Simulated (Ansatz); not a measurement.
Total energies of C7H9N (`N#CC1=CCCCC1`).

```xyz
17

N    -0.1838   -3.0311   -2.3760
C    -0.1246   -2.1629   -1.6200
C    -0.0535   -1.0573   -0.7217
C    -0.0021   -1.2771    0.5963
C     0.0366   -0.1809    1.6051
C    -0.3049    1.1755    1.0050
C     0.4042    1.3691   -0.3261
C    -0.0352    0.3181   -1.3338
H     0.0106   -2.3007    0.9573
H     1.0366   -0.1592    2.0595
H    -0.6466   -0.4261    2.4251
H    -0.0404    1.9720    1.7046
H    -1.3875    1.2390    0.8486
H     0.2115    2.3672   -0.7264
H     1.4867    1.2929   -0.1734
H     0.6277    0.3136   -2.2035
H    -1.0353    0.5477   -1.7206
```

The species carries charge 0 and has multiplicity 1. All single points use the PBE0-D4/def2-TZVP geometry. Basis def2-TZVPP, Ansatz 0.2.0.

RPA on PBE orbitals: Hartree–Fock energy of these orbitals -324.79853 Eh, correlation -2.13537 Eh (frozen core).

| functional | kind | energy without D4 (Eh) | D4 term (kJ/mol) |
| --- | --- | --- | --- |
| PBE | GGA | -326.58196 | -41.7 |
| BLYP | GGA | -326.86577 | -92.1 |
| r2SCAN | meta-GGA | -326.81731 | -11.1 |
| PBE0 | global hybrid, 25 % exact exchange | -326.61786 | -35.2 |
| r2SCANh | meta-GGA hybrid, 10 % | -326.80274 | -11.6 |
| HSE06 (plane-wave form) | screened hybrid | -326.59897 | -32.6 |
| CAM-B3LYP | range-separated hybrid | -326.83274 | -35.3 |
| LC-ωPBE | long-range corrected hybrid | -326.78781 | – |
| ωB97X-V | range-separated hybrid GGA with VV10 | -326.92340 | – |
| ωB97M-V | range-separated hybrid meta-GGA with VV10 | -326.87584 | – |

Give the same for LDA (SPW92), revPBE, B97M-V, B3LYP, r2SCAN0, BHLYP, B2PLYP, PBE-QIDH. (Estimate.)

Computed: 
```tsv
functional	kind	energy without D4 (Eh)	D4 term (kJ/mol)
LDA (SPW92)	LDA	-324.03457	–
revPBE	GGA	-326.91664	-137.0
B97M-V	meta-GGA with VV10	-327.02037	–
B3LYP	global hybrid, 20 %	-327.02095	-66.1
r2SCAN0	meta-GGA hybrid, 25 %	-326.78250	-12.7
BHLYP	global hybrid, 50 %	-326.81080	-46.4
B2PLYP	double hybrid	-326.72639	–
PBE-QIDH	double hybrid	-326.57003	–
```

B3LYP takes the VWN-RPA correlation (the form of Gaussian; ORCA's B3LYP/G). HSE06 is the plane-wave form, built on full-range PBE exchange. The double hybrids freeze the cores in their second-order part.

LC-ωPBE has ω = 0.4 bohr⁻¹.
